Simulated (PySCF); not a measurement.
# Gas-phase thermal properties of InH2Cl

Computed with PySCF (xtb for GFN2) and rigid-rotor harmonic-oscillator thermochemistry at 1 bar. All species are closed-shell singlets. In: scalar-relativistic def2 core potential, no spin-orbit coupling. InH2Cl: computed as isolated molecules; such fragments, hydroxides, amides, oligomers or adducts are transient or little studied in the gas. The harmonic model lacks anharmonicity and excited electronic states, which grow with temperature; levels with a mode under 35 cm⁻¹ are left out.

```csv
level,point group,σ,ZPE (kJ/mol),S°298 (J/mol/K),Cp298 (J/mol/K),S°1000 (J/mol/K),H1000 − H298 (kJ/mol)
GFN2-xTB,C2v,2,28.4,278.5,57.7,360.5,48.9
PBE/def2-SVP,C2v,2,32.1,277.0,55.9,356.9,47.7
PBE0/def2-TZVP,C2v,2,33.7,276.1,55.5,355.2,47.2
```
σ: rotational symmetry number. Electronic degeneracy used: 1. Frequencies are unscaled.
